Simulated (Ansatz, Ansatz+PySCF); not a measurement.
```xyz
2

Cu    0.0000    0.0000   -0.1476
H     0.0000    0.0000    4.2808
```

Basis set: cc-pVDZ (spherical functions). Correlated methods keep 5 orbitals frozen. Charge 0, multiplicity 1.

Computed with Ansatz (development build ahead of 0.2.0); each method stands on the lowest determinant of its kind that the runs found. Restricted open shells among the atoms or ions are ROHF, correlated in semicanonical orbitals with singles. Restricted functionals stand beside restricted open-shell atoms, which can lie above the unrestricted atoms usual in DFT and then raise those values.

Question: Give the atomization energy at this shape (free ground-state atoms in the same class of orbitals less the molecule, no zero-point energy) of singlet CuH in separate pieces by ωB97X (unrestricted), r²SCAN (unrestricted), ωB97X (restricted), r²SCAN (restricted), PBE0 (unrestricted), PBE (unrestricted), PBE (restricted), PBE0 (restricted), RHF-MP2, UHF, RHF.

Answer:

```
               method  atomization energy
 ωB97X (unrestricted)      -0.31 kcal/mol
r²SCAN (unrestricted)       0.43 kcal/mol
   ωB97X (restricted)     -48.62 kcal/mol
  r²SCAN (restricted)     -28.19 kcal/mol
  PBE0 (unrestricted)       0.16 kcal/mol
   PBE (unrestricted)       0.22 kcal/mol
     PBE (restricted)     -21.69 kcal/mol
    PBE0 (restricted)     -34.40 kcal/mol
              RHF-MP2     -44.21 kcal/mol
                  UHF       0.08 kcal/mol
                  RHF     -67.20 kcal/mol
```

Caution: the shape is not the minimum. Caution for ωB97X (unrestricted), r²SCAN (unrestricted), ωB97X (restricted), r²SCAN (restricted), PBE0 (unrestricted), PBE (unrestricted), PBE (restricted), PBE0 (restricted): charge can spread falsely over distant fragments. Caution for ωB97X (unrestricted), PBE0 (unrestricted), UHF: the unrestricted determinant is a mixture of spin states. Caution for r²SCAN (unrestricted), PBE (unrestricted): the unrestricted determinant is spin contaminated. Caution for ωB97X (restricted), r²SCAN (restricted), PBE (restricted), PBE0 (restricted), RHF-MP2, RHF: an unrestricted determinant lies well below. Caution for ωB97X (restricted), r²SCAN (restricted), PBE0 (restricted), RHF-MP2, RHF: the molecule lies well above its atoms at this level. Caution for RHF-MP2: large amplitudes, a single reference is doubtful.
